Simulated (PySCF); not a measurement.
Species: C₆H₇NO₂.
Atom-mapped SMILES: `[N:1]#[C:2][C@H:3]1[O:4][CH2:5][C:6]12[CH2:7][O:8][CH2:9]2` (hydrogens: H10 on C3; H11, H12 on C5; H13, H14 on C7; H15, H16 on C9)

The geometry is computed with GFN2-xTB (gas phase).

(1) Give the optimised bond lengths and angles.

Results:

(1) 
```
  bond  length (Å)
 N1≡C2       1.143
 C2–C3       1.446
 C3–O4       1.432
 O4–C5       1.429
 C5–C6       1.528
 C6–C7       1.528
 C7–O8       1.429
 O8–C9       1.427
 C3–C6       1.542
 C6–C9       1.527
C3–H10       1.099
C5–H11       1.093
C5–H12       1.094
C7–H13       1.094
C7–H14       1.094
C9–H15       1.094
C9–H16       1.094
```

A selection of angles:
```
   angle  degrees
N1–C2–C3    178.3
C2–C3–O4    113.5
C2–C3–C6    115.1
O4–C3–C6     90.9
C3–O4–C5     92.7
O4–C5–C6     91.6
C5–C6–C7    123.2
C5–C6–C9    123.2
C7–C6–C9     85.0
C3–C6–C5     84.8
C3–C6–C7    123.3
C3–C6–C9    122.4
C6–C7–O8     91.2
C7–O8–C9     92.5
C6–C9–O8     91.3
```

Dihedral angles: C2–C3–O4–C5 117° (anticlinal); C3–O4–C5–C6 1° (synperiplanar); O4–C5–C6–C7 -128° (anticlinal); C5–C6–C7–O8 -127° (anticlinal); C6–C7–O8–C9 0° (synperiplanar); C7–O8–C9–C6 0° (synperiplanar); C2–C3–C6–C5 -116° (anticlinal); C5–C6–C9–O8 127° (anticlinal).

The 4-membered ring C6–C7–O8–C9 has internal angles of 85.0° to 92.5°; it is planar, 0.00 Å rms from its mean plane, widest ring torsion 0°. The C–C distances run from 1.446 Å (C2–C3, drawn single) to 1.542 Å (C3–C6, drawn single), a spread of 0.096 Å. The 4-membered ring C3–O4–C5–C6 has internal angles of 84.8° to 92.7° (sum 360°, against 360° for a flat polygon); it is planar, 0.01 Å rms from its mean plane, widest ring torsion 1°. Of the pairs four or more bonds apart, C2···H13 is among the closest relative to their van der Waals radii: 2.65 Å, 91 % of the sum of Bondi's values.

Point group: C1 (no symmetry element, even within 0.4 Å). GFN2-xTB frequencies: not computed here.
